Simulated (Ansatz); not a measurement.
Ansatz results at the PBE0-D4/def2-TZVP geometry: LUMO energy (B3LYP/def2-TZVPP) -1.58 eV; ideal-gas entropy at 298 K and 1 bar (rigid rotor, harmonic PBE0-D4/def2-TZVP) 287 J/(mol·K); zero-point energy (PBE0-D4/def2-TZVP) 110.1 kJ/mol.

(1) Which molecule gave them?
A. `[NH2][GeH]1[O][SiH2]1`
B. `FB1C=CO1`
C. `BC[SiH2]F`
D. `O[CH](Cl)[GeH3]`

Results:

(1) B. The others give `BC[SiH2]F`: -1.90, 323, 177.6; `[NH2][GeH]1[O][SiH2]1`: -1.11, 334, 142.8; `O[CH](Cl)[GeH3]`: -0.08, 335, 147.4.

B3LYP here is the variant with VWN-RPA as its local correlation; programs differ in this.
